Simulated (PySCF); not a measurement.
An unknown is described by computed data only.

Formula: C6H13NOSi.

| Item | Value |
| --- | --- |
| XPS | Si2p3/2 106.6, C1s 289.9, C1s 290.2, C1s 290.3, C1s 290.6, C1s 290.7, C1s 293.6, N1s 405.2, O1s 537.0, Si1s 1846.5 eV [ΔSCF SCAN, pcX-2 on the ionised atom, pcseg-1 elsewhere, spin-free X2C, 2p3/2 from a spin–orbit splitting computed afterwards within the 2p shell] |
| Rotational structure | rotational constants A, B, C: 1.811, 0.980, 0.722 GHz [PBE0-D3(BJ)/def2-SVP] |
| 13C NMR | chemical shifts (computed TMS as zero) by class: 166.7 (1 C), 145.4 (1 C), 143.2 (1 C), 19.6 (1 C), 18.1 (1 C), 13.5 (1 C) ppm [GIAO PBE0/pcSseg-1] |
| Triplet | lowest triplet excitation (Tamm–Dancoff): 4.05 eV [TDA PBE0/def2-SVPD] |
| UV, first state | lowest singlet excitation: 5.53 eV (224 nm, f = 0.001) [TDDFT PBE0/def2-SVPD] |
| Valence photoelectron | vertical ionisation energy: 9.26 eV [ΔSCF PBE0/def2-SVPD] |
| Polarisability | 109.8 au [PBE0/def2-SVPD] |
| Dipole | 3.88 D [PBE0/def2-SVPD] |

The electronic properties come from PySCF, for the isolated species, density fitting. Levels stand in brackets. One conformer (not necessarily the lowest) at the PBE0-D3(BJ)/def2-SVP geometry, without solvent, vibrations or thermal averaging. Each NMR value is the plain mean over a class of atoms that symmetry, rotation or inversion makes alike.

Q: What is the compound? Reason from the data.

A: Numbering: `[CH2:1]=[CH:2][Si@@H:3]([NH:4][CH:5]=[O:6])[CH:7]([CH3:8])[CH3:9]`. Its formula, C6H13NOSi, gives 2 degrees of unsaturation: 0 rings and 2 π bonds in the structure found. 6 carbons fall into 6 classes; from least to most shielded: amide carbonyl carbon [C5] (166.7 ppm), alkene CH carbon [C2] (145.4 ppm), terminal =CH2 carbon [C1] (143.2 ppm), methyl carbon [C9] (19.6 ppm), methyl carbon [C8] (18.1 ppm), sp3 carbon bound to silicon [C7] (13.5 ppm). The core levels belong to: Si2p3/2 106.6 eV, SiH silicon [Si3]; C1s 289.9 eV, alkene CH carbon [C2]; C1s 290.2 eV, sp3 carbon bound to silicon [C7]; C1s 290.3 eV, terminal =CH2 carbon [C1]; C1s 290.6 eV, methyl carbon [C8]; C1s 290.7 eV, methyl carbon [C9]; C1s 293.6 eV, amide carbonyl carbon [C5]; N1s 405.2 eV, amide nitrogen [N4]; O1s 537.0 eV, amide oxygen [O6]; Si1s 1846.5 eV, SiH silicon [Si3]. The hole state at 289.9 eV has ⟨S²⟩ = 0.82 against 0.75, so that value is less sure. The first electron is taken from the HOMO, whose largest Löwdin shares are 0.49 on the amide oxygen, 0.11 on the amide carbonyl carbon, 0.10 on the terminal =CH2 carbon and 0.09 on the alkene CH carbon. The optimised geometry has point group C1 and is an asymmetric top. Structure: `C=C[Si@@H](NC=O)C(C)C`. The assignments are read from this structure; whether some other isomer fits the data as well wasn't checked. The mirror image fits equally.

The values belong to the conformer `[CH2:1]=[CH:2][Si@@H:3]([NH:4][CH:5]=[O:6])[CH:7]([CH3:8])[CH3:9]`: C1–C2–Si3–N4 -61°, C2–Si3–N4–C5 -62°, Si3–N4–C5–O6 0°, C2–Si3–C7–C8 55°.
